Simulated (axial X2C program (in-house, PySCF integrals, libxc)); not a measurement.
What spin–orbit coupling does to SnB

Computed with an in-house relativistic program for diatomic molecules. Spin-free means the one-electron spin-free X2C Hamiltonian; two-component (2c) means X2C with spin–orbit coupling and atomic mean-field two-electron Coulomb and Gaunt terms, so the difference of the two also holds small scalar two-electron terms. Basis: Sn dyall-cv3z [11s12p9d4f1g], B dyall-v3z [7s6p2d1f] (cores contracted in-house); Gaussian nuclei, density fitting, unrestricted open shells. Masses: Sn 119.902 u, B 11.009 u.

Spin-free state: M_S = 3/2, Λ = 0 (beyond evenly filled blocks: σα, π+α, π-α); fragments Sn + B.

| level | Re (Å) | ωe (cm⁻¹) | De (eV) | μ (D) |
| --- | --- | --- | --- | --- |
| PBE0 | 2.175 | 559.7 | 2.774 | -1.42 |

Dipoles are positive if B is the positive end.

Two-component determinant lowest at the distance of the search:

Ω = 3/2 (⟨Sz⟩ = 1.49, ⟨Lz⟩ = 0.01 at PBE0); fragments Sn + B.

```json
{"level": "PBE0", "Re (Å)": "2.175", "ωe (cm⁻¹)": "556.3", "μ (D)": "-1.43"}
```

(1) From the two tables, how do the constants change at the PBE0 level (2c against spin-free)?

The state is one determinant whose occupation by symmetry is held fixed; it was picked as the lowest of a PBE0 search that is not exhaustive. De is counted from the lowest determinant-based energies of the atoms at the same level, without counterpoise correction. De is not given where an atomic determinant may have missed its ground term or J level, or where the truncated virtual space spoils (T). Density functionals use the spin component along the axis (collinear). PBE0 can misorder states that lie within some tenths of an eV, so this need not be the ground state of the molecule. The nearest other spin-free determinant of the search, M_S = 1/2, Λ = 0, lies 0.32 eV up at the distance of the search. The functionals have no current-density term, which raises determinants with orbital currents, atoms included. With several unpaired electrons one determinant need not be a pure state. This is the top spin component of a Σ state; components of lower Ω are not single determinants and can lie lower.

Answers

(1) At the PBE0 level Re is unchanged within 0.001 Å and ωe decreases by 3.4 cm⁻¹.
